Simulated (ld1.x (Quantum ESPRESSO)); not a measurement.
# tin: one change to a TM potential, before and after

* Element: tin (Sn)
* Generator: ld1.x (Quantum ESPRESSO) 7.5
* Type: norm-conserving Troullier–Martins (Kleinman–Bylander form)
* Functional: LDA (PZ)
* Relativity: scalar-relativistic
* Frozen core: [Kr] 4d10
* Valence charge: 4
* Reference configuration: 5s2 5p2
* Partial waves: 5p (bound): rc 1.95 bohr; 5s (bound): rc 1.95 bohr
* Local potential: the s channel
* Core correction: Bessel-smoothed model core, default radius (core density twice the valence density)

Change: all radii but the core radius scaled by about 1.42 (s 2.76, p 2.76 bohr).

Cutoffs: the cutoffs (Ry, on a coarse ladder) from which the occupation-weighted sum of valence levels, in a spherical-Bessel basis at the reference potential, stays within 10 and 1 mRy of its value at 400 Ry; they do not see the model core or the augmentation charge, which bear on the density cutoff. Errors are all-electron minus pseudo energies relative to the spin-unpolarised reference configuration.

Q: What does the change do?

A: The potential gets softer (25 Ry and 45 Ry → 10 Ry and 21 Ry); of the 9 tests that both files solve, the error grows in 2 and shrinks in 5 by more than 15 % and 0.3 meV (median size 10.3 → 7.3 meV); neither file shows a bound ghost. A larger radius leaves more room for a smooth pseudo-wave, so fewer plane waves are needed.

| quantity | base | changed |
| --- | --- | --- |
| cutoff, loose | 25 Ry | 10 Ry |
| cutoff, tight | 45 Ry | 21 Ry |
| loose cutoff by channel (10 mRy a level) | p 6 Ry, s 10 Ry | p 6 Ry, s 8 Ry |
| bound ghosts | none | none |
| error for 5s2 5p1, meV [ΔE 7.10 eV] | -8.5 | -6.0 |
| error for 5s2 5p0, meV [ΔE 21.36 eV] | -64 | -46 |
| error for 5s1 5p0, meV [ΔE 52.81 eV] | -340 | -339 |
| error for 5s2 5p1.5, meV [ΔE 2.72 eV] | -1.7 | -1.3 |
| error for 5s2 5p2.3, meV [ΔE -0.90 eV] | +0.1 | +0.2 |
| error for 5s1 5p3, meV [ΔE 7.07 eV] | -12 | -28 |
| error for 5s0 5p4, meV [ΔE 14.40 eV] | -46 | -118 |
| error for 5s2 5p2 (spin-polarised), meV [ΔE -0.47 eV] | -3.2 | -2.3 |
| error for 5s2 5p1 (spin-polarised), meV [ΔE 6.95 eV] | -10 | -7.3 |
